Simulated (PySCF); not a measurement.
A GIAO shielding run with PySCF (density fitting, non-relativistic, gas phase) on SMILES O([Si@H](CCO)F)[SiH3], C₂H₉FO₂Si₂:

```
$ OMP_NUM_THREADS=1 python probes_run.py task.json out

{"job": {"kind": "nmr", "xc": "PBE0", "basis": "pcSseg-1"}, "charge": 0, "multiplicity": 1}
O     -2.662191     1.282243    -0.632074
C     -2.255879     0.223292     0.203053
C     -1.037031    -0.510432    -0.350270
Si     0.400535     0.672497    -0.725510
F      0.997290     0.221864    -2.159468
O      1.567543     0.461737     0.358697
Si     2.958526     0.074385     1.105377
H     -2.836071     0.927393    -1.511026
H     -2.016439     0.688650     1.161360
H     -3.088569    -0.479664     0.357416
H     -0.736559    -1.276317     0.365585
H     -1.331506    -1.029217    -1.266210
H      0.128637     2.087235    -0.835125
H      3.605210    -0.989422     0.341108
H      2.544142    -0.376094     2.433531
H      3.754766     1.298277     1.142144
```

Hardware: 1 thread of an Arm Neoverse N1, shared host. The job also computes population analyses, field gradients.

(1) How large is the calculation?

(2) How long does it take, and how much memory does it need?

## Answers

(1) 74 electrons, 178 basis functions and 973 auxiliary functions.

(2) 46 s of wall time, with 13 SCF cycles and 4 response iterations; peak memory 0.81 GiB. Times on a shared host scatter by some tens of per cent.
